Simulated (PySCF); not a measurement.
Species: BMe2F, C2H6BF.
Z-matrix (Å and degrees, PBE0-D3(BJ)/def2-SVP geometry), rows numbered from 1:
```
B 
C   1  1.5669
H   2  1.1065  1  107.04
H   2  1.0999  1  113.14  3  -116.76
H   2  1.0998  1  113.12  3   117.42
C   1  1.5670  2  124.78  3    89.32
H   6  1.1064  1  107.06  2    93.54
H   6  1.0995  1  113.49  2   -23.78
H   6  1.1001  1  112.73  2  -149.54
F   1  1.3383  2  117.77  3   -90.64
```

The closed-shell ground state was solved at several levels (PySCF, density fitting, gas phase, non-relativistic).

```
          level  basis functions  total energy (Eh)  HOMO (eV)  LUMO (eV)  gap (eV)  dipole (D)
    B3LYP/pcJ-1              168          -204.6146      -8.50      -0.14      8.36        1.32
 B3LYP/pcSseg-1               98          -204.5872      -8.49      -0.13      8.36        1.32
B3LYP/def2-SVPD              131          -204.4601      -8.54      -0.24      8.30        1.39
```

**Question.** Estimate the row for PBE0/pcSseg-1, a basis of 98 functions; the other rows only guide the guess.

**Answer.** Total energy -204.3412 Eh, HOMO -8.71 eV, LUMO 0.11 eV, gap 8.82 eV, dipole 1.35 D.

**Question.** Over all these levels, which gives the widest orbital gap and which the narrowest?

**Answer.** PBE0/pcSseg-1 (global hybrid, 25 % exact exchange) has the widest, 8.82 eV, and B3LYP/def2-SVPD (global hybrid, 20 % exact exchange) the narrowest, 8.30 eV. Functional and basis both differ between the two, so the spread mixes both effects.

**Question.** How much does the basis alone move the frontier levels among the 3 B3LYP rows?

**Answer.** The HOMO by 0.05 eV and the LUMO by 0.11 eV. By rising basis size (HOMO, LUMO in eV): pcSseg-1 -8.49, -0.13; def2-SVPD -8.54, -0.24; pcJ-1 -8.50, -0.14.

**Question.** How far do the dipole and the HOMO energy spread over the levels?

**Answer.** The dipole runs from 1.32 to 1.39 D (mean 1.35 D) and the HOMO from -8.71 to -8.49 eV.
